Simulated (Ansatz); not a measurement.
The first iterations of a band of Cl + H4O3Si (9 atoms, charge 0, multiplicity 2).

Computed with UHF/def2-SVP (Ansatz 0.2.0).

```yaml
movable_images: 2
climbing_image: yes
spring: 5.0 eV/Å²
optimiser: quadratic models (default)
start_path: through a guess of the saddle point
force_threshold: 0.03 eV/Å
iteration_limit: 60
end_points: relaxation not finished
```

Image 0:

```xyz
9
Properties=species:S:1:pos:R:3
Si 0.388 0.013 0.097
H 1.362 0.581 1.030
O 0.905 0.038 -1.455
H 1.207 -0.763 -1.853
O -0.958 0.943 0.233
H -1.569 0.974 -0.487
O 0.086 -1.565 0.439
H -0.350 -1.792 1.246
Cl -2.162 -0.076 2.917
```

Image 3:

```xyz
9
Properties=species:S:1:pos:R:3
Si 0.019 0.398 -0.452
H 0.043 -0.133 3.188
O 0.864 -0.822 -1.177
H 1.720 -0.642 -1.532
O -0.975 1.224 -1.456
H -1.891 0.977 -1.473
O -0.959 -0.321 0.661
H -0.681 -1.164 0.983
Cl 0.768 -1.165 3.425
```

| iteration | highest image above the first end (eV) | largest band force component (eV/Å) |
| --- | --- | --- |
| 1 | 2.781 | 9.487 |
| 2 | 1.177 | 3.928 |
| 3 | 0.802 | 1.341 |
| 4 | 0.700 | 0.545 |
| 5 | 0.649 | 0.591 |
| 6 | 0.610 | 1.040 |
| 7 | 0.559 | 0.535 |
| 8 | 0.536 | 0.131 |
| 9 | 0.526 | 0.126 |
| 10 | 0.537 | 1.024 |
| 11 | 0.528 | 0.819 |
| 12 | 0.519 | 0.686 |
| 13 | 0.517 | 0.261 |
| 14 | 0.507 | 0.085 |
| 15 | 0.510 | 0.153 |
| 16 | 0.510 | 0.294 |
| 17 | 0.510 | 0.211 |
| 18 | 0.511 | 0.145 |
| 19 | 0.512 | 0.095 |
| 20 | 0.514 | 0.095 |

Task: Does the band converge within its limit, and where does its top end?

Result: The run ended unconverged. It ended after 60 iterations with the highest image 0.507 eV above the first end. The band didn't meet its force threshold, so its energies are provisional: the largest band force was still 0.33 eV/Å, and over the last iterations the top moved between 0.51 and 0.59 eV. Neighbouring images lie up to 2.7 Å apart, so the band is torn or far too coarse. The end points aren't both relaxed to the band's threshold either. So few images can step over the top or miss a turn of the path.

Time of the run: 3.2 min on 2 threads of Arm Neoverse V2, on a shared host, peak memory 0.27 GiB.
